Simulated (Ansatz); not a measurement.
Correlation energies of GeH6O2Si (`[OH][GeH]([OH])[SiH3]`) by basis set

Cartesian coordinates in Å:
```
O 0.575 -1.257 1.633
Ge 0.838 -0.460 0.060
O 1.887 0.968 0.258
Si -1.264 0.203 -0.878
H -0.043 -0.792 2.200
H 1.696 -1.453 -0.728
H 1.435 1.728 0.632
H -2.157 -0.973 -1.036
H -1.062 0.861 -2.194
H -1.904 1.174 0.054
```

The species carries charge 0 and has multiplicity 1. Correlated methods include outer-core shells of Ge, which these sets cover unevenly. Scalar relativity is left out up to krypton. Geometry: relaxed with PBE0-D4/def2-TZVP. It is one conformer, not always the lowest. Frozen core, restricted reference, the Gaussian-basis code of Ansatz.

| basis | HF (Eh) | MP2 corr. |
| --- | --- | --- |
| def2-SVP | -2517.07980 | -0.71100 |
| def2-TZVPP | -2517.64955 | -0.87103 |
| def2-QZVPP | -2517.70834 | -1.18381 |

Task: Estimate the CCSD correlation energy and the (T) correction in each basis where they were run (hartree).

Result: 
```tsv
basis	CCSD corr.	(T)
def2-SVP	-0.74348	-0.01830
def2-TZVPP	-0.89986	-0.03213
```
